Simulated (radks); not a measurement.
Dynamic dipole polarisability and lines of the rubidium ion Rb8+, [Ar] 3d10 4s1. Method: non-relativistic Kohn-Sham, LB94 model potential, spin-polarised, spherical densities, point nucleus; open shells are filled with parallel spins first (spin-orbit coupling, left out, can overturn this in heavy ions); computed with a radial shooting solver on a logarithmic mesh with Libxc functionals. Time-dependent linear response with the Hartree and adiabatic LDA kernel, continuum included through the Sternheimer equations. Lines are the poles of the dipole polarisability below minus the highest occupied eigenvalue, found on a grid refined at the orbital gaps; the lowest seven at most are given, and weak or close lines can be missed. The first line takes the name of the lowest orbital gap if no other gap lies below it; otherwise a line is named after a gap within 0.6 % of it, if that gap stands alone.

photon energy (eV)  alpha (bohr^3)
0                            1.370
7.538                        1.552
17.589                       4.490
27.640                      -1.312
37.692                     -0.3144
47.743                    -0.07054
57.794                     0.03996

Lines (eV, oscillator strength): 20.664 (60.00 nm, 4s-4p), f = 0.683; 80.054 (15.49 nm, unassigned), f = 0.0965; 107.24 (11.56 nm, 4s-6p), f = 0.0359; 116.23 (10.67 nm, 3d-4p down), f = 0.0633; 119.46 (10.38 nm, unassigned), f = 0.441; 129.94 (9.542 nm, 4s-8p), f = 0.0115. Higher lines, where found, are left out when the end of the mesh affects them. Those listed give 89 % of the static polarisability (sum of f/w^2). Orbital energy gaps for comparison: 4s-4p 19.277 eV; 4s-5p 80.608 eV; 4s-6p 107.46 eV; 3d-4p down 116.44 eV; 3d-4p 118.40 eV. At laser wavelengths: 1550 nm 1.371, 1064 nm 1.373, 780 nm 1.377, 532 nm 1.385, 355 nm 1.405, 266 nm 1.433, 193 nm 1.497 bohr^3.
